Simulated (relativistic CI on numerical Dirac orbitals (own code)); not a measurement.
Charge states of mercury

Calculated at this level of theory: Dirac-Coulomb-Breit CI, separate exchange-only KLI orbitals for each configuration, model QED (radiative potential, 1s self-energy scaled to tabulated hydrogen-like ionisation energies), valence Slater integrals scaled by 0.9 (own radial code, finite nucleus).

Each species is treated in one configuration, given outside its closed core. Radial values are for the open shell of highest l, unscaled and averaged over j; ζ includes the Breit term. Labels give the leading LS character, summed over repeated terms.

```tsv
Ion	Configuration	Its lowest level	LS weight (%)	g_J	g√(J(J+1))	ζ (cm⁻¹)	Next level	E (cm⁻¹)
Hg48+	3d10.4s2.4p2	3P_0	69		0.00	793400	3P_1	1.1418e+06
Hg49+	3d10.4s2.4p	2P°_1/2	100	0.657	0.57	803100	2P°_3/2	1.2057e+06
Hg50+	3d10.4s2	1S_0	100		0.00			
Hg51+	3d10.4s	2S_1/2	100	1.993	1.73			
Hg52+	3d10	1S_0	100		0.00			
Hg53+	3d9	2D_5/2	100	1.187	3.51	313300	2D_3/2	784990
Hg54+	3d8	3F_4	85	1.200	5.37	318700	J = 2 (mixed)	78454
Hg55+	3d7	4F_9/2	56	1.208	6.01	324200	J = 3/2 (mixed)	113160
Hg56+	3d6	J = 4 (mixed)	42	1.220	5.46	329800	J = 2 (mixed)	71901
Hg57+	3d5	J = 5/2 (mixed)	27	1.244	3.68	335500	J = 5/2 (mixed)	722300
Hg58+	3d4	3P_0	61		0.00	341200	5D_1	773640
Hg59+	3d3	J = 3/2 (mixed)	41	0.737	1.43	347000	4F_5/2	789640
Hg60+	3d2	3F_2	72	0.764	1.87	353000	3P_0	200840
Hg61+	3d	2D_3/2	100	0.784	1.52	359000	2D_5/2	899570
Hg62+	3s2.3p6	1S_0	100		0.00			
Hg63+	3s2.3p5	2P°_3/2	100	1.318	2.55	2.739e+06	2P°_1/2	4.112e+06
Hg64+	3s2.3p4	3P_2	68	1.324	3.24	2.768e+06	1S_0	171090
Hg65+	3s2.3p3	J = 3/2 (mixed)	49	1.332	2.58	2.797e+06	4S°_3/2	4.0712e+06
Hg66+	3s2.3p2	3P_0	68		0.00	2.826e+06	3P_1	4.1319e+06
Hg67+	3s2.3p	2P°_1/2	100	0.643	0.56	2.855e+06	2P°_3/2	4.2856e+06
Hg68+	3s2	1S_0	100		0.00			
Hg69+	3s	2S_1/2	100	1.979	1.71			
Hg70+	2s2.2p6	1S_0	100		0.00			
Hg71+	2s2.2p5	2P°_3/2	100	1.292	2.50	1.074e+07	2P°_1/2	1.6118e+07
```
